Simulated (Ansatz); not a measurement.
# Counterpoise correction, worked out

The pair of Cu⁺ (SMILES [Cu+], atom 1) and H2Te (SMILES [TeH2], atoms 2–4), both closed shells, in one local arrangement (a lower one may exist), relaxed at PBE0-D4/def2-TZVP:

| atom | x (Å) | y (Å) | z (Å) |
| --- | --- | --- | --- |
| Cu1 | 1.2538 | 0.3183 | -1.5235 |
| Te2 | -0.7402 | -0.3264 | -0.1642 |
| H3 | 0.1910 | -1.0828 | 0.9853 |
| H4 | -0.7046 | 1.0908 | 0.7024 |

Program: Ansatz 0.2.0. Basis: def2-TZVPPD. Cores are frozen in the correlated methods. The 3s and 3p shells of Cu and Zn are frozen; filled d shells are correlated. Core potentials replace the inner electrons of the atoms past krypton. The def2 sets are not built for correlating such inner shells, so the correlated values are less sure here.

MP2 total energies in eV:

| system | geometry | basis functions | energy |
| --- | --- | --- | --- |
| pair | pair | all | -51915.11318 |
| Cu⁺ | as in the pair | all (partner as ghosts) | -44603.19288 |
| H2Te | as in the pair | all (partner as ghosts) | -7309.93155 |
| Cu⁺ | as in the pair | its own | -44603.16471 |
| H2Te | as in the pair | its own | -7309.87773 |
| Cu⁺ | free (PBE0-D4 minimum) | its own | -44603.16471 |
| H2Te | free (PBE0-D4 minimum) | its own | -7309.88316 |

Work out the interaction energy with and without the counterpoise correction, the superposition error, and the binding energy from the relaxed fragments.

Without correction: -51915.11318 − (-44603.16471) − (-7309.87773) = -2.07074 eV.
With correction (each fragment in the whole basis): -51915.11318 − (-44603.19288) − (-7309.93155) = -1.98875 eV = -45.86 kcal/mol.
The superposition error is the difference, 0.08199 eV, 4 % of the uncorrected value: each fragment borrows its partner's functions.
Deformation from the free shapes: 0.00000 eV for Cu⁺ and 0.00543 eV for H2Te.
Binding energy from relaxed fragments: -1.98875 + 0.00000 + 0.00543 = -1.98332 eV = -45.74 kcal/mol (electronic, without zero-point energy; negative means bound). For comparison, the corrected interaction energy by CCSD(T) at an estimated basis limit (MP2 extrapolated from triple and quadruple zeta, plus CCSD(T) − MP2 in triple zeta) is -2.116 eV.

T1 diagnostic: at most 0.018.

For scale, one of the runs: CCSD(T)/def2-TZVPPD, 160 basis functions, launched by `ansatz run in.yaml --threads 2 --pin off --events-out ev --progress --plain --max-ram 5222MiB`. Hardware: 2 CPU threads of an Intel Xeon Platinum 8375C, shared host. Wall time 14 s; peak host memory 0.93 GiB.
